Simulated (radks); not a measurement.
All-electron atom: Bi I in [Hg] 6p3. Calculated with a radial shooting solver on a logarithmic mesh with Libxc functionals: Dirac Kohn-Sham, BLYP, spin-unpolarised, spherical densities, point nucleus; open shells are shared between the two j in proportion to 2j + 1.

Radial electron density D(r) = 4 pi r^2 rho(r):

r (bohr)  D(r) (e/bohr)
0.001546          24.87
0.0018            30.36
0.002112          37.17
0.002458          44.67
0.002862          53.18
0.003359          63.14
0.00391           73.37
0.004588          84.56
0.005342          95.10
0.006268          105.4
0.007298          113.6
0.008564          119.7
0.00997           122.5
0.01161           122.0
0.01362           118.6
0.01586           113.9
0.01861           109.4
0.02166           108.3
0.02542           112.7
0.02959           122.5
0.03473           136.8
0.04043           149.6
0.04707           156.2
0.05523           153.0
0.0643            141.6
0.07546           128.6
0.08784           124.0
0.1031            131.4
0.12              143.5
0.1408            147.2
0.1639            133.4
0.1909            108.4
0.224             87.81
0.2607            85.67
0.306             95.69
0.3562            99.70
0.418             87.11
0.4866            64.66
0.5711            43.42
0.6648            32.31
0.774             27.84
0.9083            24.56
1.057             20.00
1.241             14.36
1.445             9.758
1.695             6.402
1.973             4.402
2.316             3.037
2.696             2.108
3.139             1.398
3.683            0.8402
4.288            0.4730
5.032            0.2298
5.858            0.1012
6.874           0.03588
8.003           0.01109
9.391          0.002563
10.93         0.0004964

D(r) has 4 maxima, at r = 0.0105, 0.0486, 0.135, 0.345 bohr, and minima at 0.0208, 0.0864, 0.247 bohr, inside which lie 2.03, 11.02, 30.17 electrons.
